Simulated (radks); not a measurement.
Problem. These are the eigenvalues of the occupied orbitals of an atom or ion with whole-number occupations (Ry). Method: scalar-relativistic Kohn-Sham, TASK exchange with Perdew-Wang LDA correlation, spin-polarised, spherical densities, finite nucleus; meta-GGA in the generalised Kohn-Sham scheme; Fermi nuclear charge, rms radius of each element as measured or else 0.836 A^(1/3) + 0.57 fm; computed with a radial shooting solver on a logarithmic mesh with Libxc functionals.

1s down: -3438.844
1s up: -3438.843
2s up: -566.3693
2s down: -566.3576
2p up: -505.4550
2p down: -505.4460
3s up: -127.0994
3s down: -126.9003
3p up: -107.9842
3p down: -107.7832
3d up: -82.00680
3d down: -81.84535
4s up: -28.06128
4s down: -27.59552
4p up: -21.72096
4p down: -21.25127
4d up: -12.75883
4d down: -12.27013
5p up: -4.25513
5p down: -3.91326
4f up: -3.03485
5d up: -2.07546

Which element is it, and in what charge state? The configuration may be excited. Open shells, if any, are filled with parallel spins first.

Solution. Z = 62, samarium, charge +3: Sm3+ in [Kr] 4d10 4f5 5p6 5d2. The list shows which subshells hold electrons but not how many an open one holds; the 1s level, -1719.4 hartree, gives Z - s = 58.6 by -(Z - s)^2/2, which with screening and relativity narrows Z to a few neighbours, and the depths of the outer levels then fix element, charge and occupations together.
